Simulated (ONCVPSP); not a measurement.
## u(r) = r·R(r): atom against pseudo-atom (Nb)

Columns: radius, all-electron u(r) and pseudo u(r) of the 4p shell (level -33.56 eV) of niobium in the configuration [Ar] 3d10 4s2 4p6 4d4.5 5s0.5; PBEsol, scalar-relativistic, ONCV scheme, ONCVPSP 4.0.1.

| r (bohr) | all-electron | pseudo |
| --- | --- | --- |
| 0.082 | 0.3264 | 0.0077 |
| 0.165 | -0.0009 | 0.0319 |
| 0.248 | -0.3909 | 0.0749 |
| 0.330 | -0.5119 | 0.1378 |
| 0.413 | -0.3985 | 0.2229 |
| 0.495 | -0.1615 | 0.3263 |
| 0.578 | 0.1164 | 0.4452 |
| 0.660 | 0.3753 | 0.5690 |
| 0.742 | 0.5927 | 0.6893 |
| 0.825 | 0.7614 | 0.7978 |
| 0.908 | 0.8792 | 0.8849 |
| 0.990 | 0.9503 | 0.9447 |
| 1.072 | 0.9839 | 0.9769 |
| 1.155 | 0.9875 | 0.9828 |
| 1.238 | 0.9680 | 0.9659 |
| 1.320 | 0.9323 | 0.9317 |
| 1.402 | 0.8855 | 0.8854 |
| 1.485 | 0.8311 | 0.8311 |
| 1.568 | 0.7729 | 0.7729 |
| 1.650 | 0.7141 | 0.7141 |
| 1.733 | 0.6551 | 0.6551 |
| 1.815 | 0.5985 | 0.5985 |
| 1.898 | 0.5439 | 0.5439 |
| 1.980 | 0.4930 | 0.4930 |
| 2.062 | 0.4455 | 0.4455 |
| 2.145 | 0.4010 | 0.4010 |

How many radial nodes do the two functions have?

The all-electron 4p function has n − l − 1 = 2; the pseudo-wave has 0, since the states of the same l below it are removed with the core.

At about which radius was the pseudo-wave matched?

1.50 bohr. The columns agree to 0.0005 from 1.40 bohr on; several derivatives are matched, so the curves merge somewhat inside the radius.

Is the pseudo-wave norm-conserving?

Yes: the ONCV scheme keeps the norm inside the radius equal to the all-electron one, which fixes the energy derivative of the logarithmic derivative at the level.
